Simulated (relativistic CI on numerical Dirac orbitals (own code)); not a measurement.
Nd³⁺ (4f3) in a crystal field

Calculated by Dirac-Coulomb-Breit CI, separate exchange-only KLI orbitals for each configuration, QED by a radiative potential, one configuration in a parametric crystal field, unscaled Slater integrals (own radial code). With so little scaling, terms lie 10 to 35 % too far apart, which can change the order of excited levels.

Field parameters in Wybourne normalisation; cubic f-shell fields have B⁴₄ = √(5/14) B⁴₀ and B⁶₄ = −√(7/2) B⁶₀. The field is a parameter set, without covalency.

S is read from ⟨S²⟩ = S(S + 1).

Powder χT (cm³ K mol⁻¹) by Van Vleck's formula, with temperature-independent terms:

| Field | 2 K | 5 K | 10 K | 20 K | 50 K | 100 K | 200 K | 300 K |
| --- | --- | --- | --- | --- | --- | --- | --- | --- |
| C2v, B20 = 400, B22 = 90, B40 = -980, B42 = 200, B44 = -60, B60 = 10, B62 = 240, B64 = -180, B66 = 160 cm⁻¹ | 0.527 | 0.615 | 0.759 | 0.991 | 1.32 | 1.52 | 1.64 | 1.68 |
| C2v, B20 = 110, B22 = -370, B40 = 50, B42 = -370, B44 = -750, B60 = -390, B62 = 0, B64 = -510, B66 = 410 cm⁻¹ | 0.574 | 0.62 | 0.695 | 0.835 | 1.09 | 1.32 | 1.54 | 1.63 |
| D3h, B20 = -200, B40 = -800, B60 = -80, B66 = -280 cm⁻¹ | 0.614 | 0.661 | 0.74 | 0.896 | 1.29 | 1.54 | 1.65 | 1.69 |
| D3h, B20 = -320, B40 = 220, B60 = -490, B66 = -150 cm⁻¹ | 0.856 | 0.892 | 0.954 | 1.07 | 1.35 | 1.54 | 1.65 | 1.69 |
| Oh, B40 = 1390, B60 = 150 cm⁻¹ | 0.845 | 0.9 | 0.989 | 1.14 | 1.35 | 1.49 | 1.61 | 1.67 |
| Oh, B40 = -2710, B60 = 500 cm⁻¹ | 0.816 | 0.837 | 0.872 | 0.943 | 1.14 | 1.35 | 1.5 | 1.58 |

Task: For Oh, B40 = -2710, B60 = 500 cm⁻¹: what effective moment follows at 300 K?

Result: μ_eff = √(8χT) = 3.55 μB. The LS value g√(J(J + 1)) of the free ion's 4I°_9/2 level is 3.62 μB.
